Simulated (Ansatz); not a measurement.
Reactions of `O[SiH](O)O[SiH](O)F`.

Gas-phase electronic energies from Ansatz, PBE0-D4/def2-TZVP geometries. CCSD(T)/CBS is the MP2 limit (def2-TZVPP, def2-QZVPP) plus CCSD(T) − MP2 in def2-TZVPP, frozen cores. This one scheme is used for every species. DFT in def2-TZVPP. Elements past krypton have def2 core potentials. For Ge, Mo, Na outer-core shells are correlated without core-valence functions, which leaves a few kJ/mol of doubt a bond. Scalar relativity is left out up to krypton. Each species was taken in one conformer, which may not be the lowest.

| reaction | CCSD(T)/CBS(def2) (kcal/mol) |
| --- | --- |
| `O[SiH](O)O[SiH](O)F` + `[NH2][GeH2][OH]` → `N[SiH](O)F` + `[OH][GeH2][O][SiH](O)O` | ? |
| `O[SiH](O)O[SiH](O)F` + `O[Si](F)(F)F` → `O[SiH](O)O[Si](F)(F)F` + `O[SiH](O)F` | -0.1 |
| `O[SiH](O)O[SiH](O)F` + H₂ → `O[SiH2]F` + `O[SiH](O)O` | 29.5 |
| `O[SiH](O)O[SiH](O)F` + `[NH2][GeH3]` → `O[SiH](O)[NH][GeH3]` + `O[SiH](O)F` | 12.9 |
| `O[SiH](O)O[SiH](O)F` + `[CH3][Mo](=[O])(=[O])[Cl]` → `C[Si@H](O)O[Si@@H](O)F` + `[O]=[Mo](=[O])([OH])[Cl]` | ? |
| `O[SiH](O)O[SiH](O)F` + `[CH3][Na]` → `C[Si@H](O)O[Si@@H](O)F` + `[OH][Na]` | -5.5 |
| `O[SiH](O)O[SiH](O)F` + propane → `CC[SiH](O)O` + `CO[SiH](O)F` | 47.6 |
| `O[SiH](O)O[SiH](O)F` + `N[Si](F)(F)F` → `O[SiH](O)N[Si](F)(F)F` + `O[SiH](O)F` | 13.3 |

(1) Fill in the missing values. (Best estimate.)

Largest T1 diagnostic: 0.025, for `[CH3][Mo](=[O])(=[O])[Cl]`.

## Answers

(1) Ansatz gave: `O[SiH](O)O[SiH](O)F` + `[NH2][GeH2][OH]` → `N[SiH](O)F` + `[OH][GeH2][O][SiH](O)O`: +2.5 kcal/mol; `O[SiH](O)O[SiH](O)F` + `[CH3][Mo](=[O])(=[O])[Cl]` → `C[Si@H](O)O[Si@@H](O)F` + `[O]=[Mo](=[O])([OH])[Cl]`: +3.5 kcal/mol.
